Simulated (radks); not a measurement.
Results of a calculation; reference values are marked as such.
Task: Neutral promethium is in [Xe] 4f5 6s2. Code: a radial shooting solver on a logarithmic mesh with Libxc functionals. Model: scalar-relativistic Kohn-Sham, BLYP, spin-polarised, spherical densities, finite nucleus; Fermi nuclear charge, rms radius of each element as measured or else 0.836 A^(1/3) + 0.57 fm. Open shells are filled with parallel spins first. One electron is removed from 5s, 6s, 4f, 5p in turn, with full relaxation. Which removal costs least, and what does each cost?

Result: 6s 5.540 eV; 4f 9.557 eV; 5p 26.002 eV; 5s 45.341 eV. The 6s electron leaves first.
